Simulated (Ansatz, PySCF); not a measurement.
System: SnBr, charge 0, doublet. SnBr (SMILES [Br][Sn], doublet).
B3LYP-D3(BJ)/def2-TZVP minimum from Ansatz (a first-principles code):
```xyz
2

Sn     0.0000     0.0000    -1.0486
Br     0.0000     0.0000     1.4979
```
Charge 0, spin multiplicity 2.

Atomisation energy term by term, kcal/mol (programs: Ansatz). Radicals and triplets start from unrestricted determinants; spin-orbit coupling is neglected. Correlated methods leave the cores frozen (noble-gas shells, and filled d and f shells in the p block). Past Kr the def2 sets carry scalar-relativistic core potentials. CBS(X,Y): correlation extrapolated as X^-3, Hartree-Fock from the larger set. A bracket is a step between two methods taken in the basis named. Spin-orbit terms, left out, reach several kcal/mol for Br and I, and more for heavier atoms. The spin of BrSn ([Br][Sn], doublet) was assumed, and the state is the lowest solution found for it.

```
term                                                          basis  kcal/mol
-----------------------  ------------------------------------------  --------
Hartree-Fock                                             def2-QZVPP     53.91
CCSD correlation                         CBS(def2-TZVPP,def2-QZVPP)     24.39
(T)                                      CBS(def2-TZVPP,def2-QZVPP)      3.12
CCSDT(Q) - CCSD(T)                                       def2-QZVPP      0.15
CCSDTQ - CCSDT(Q)                                          def2-SVP     -0.03
minus zero-point energy  Hessian by PySCF at B3LYP-D3(BJ)/def2-TZVP     -0.33
sum: D0                                                                  81.2
```

The step beyond CCSD(T) by other levels: CCSDTQ in def2-SVP 0.31; CCSDT(Q) in def2-SVP 0.35; CCSDT(Q) in def2-TZVPP 0.19 kcal/mol.
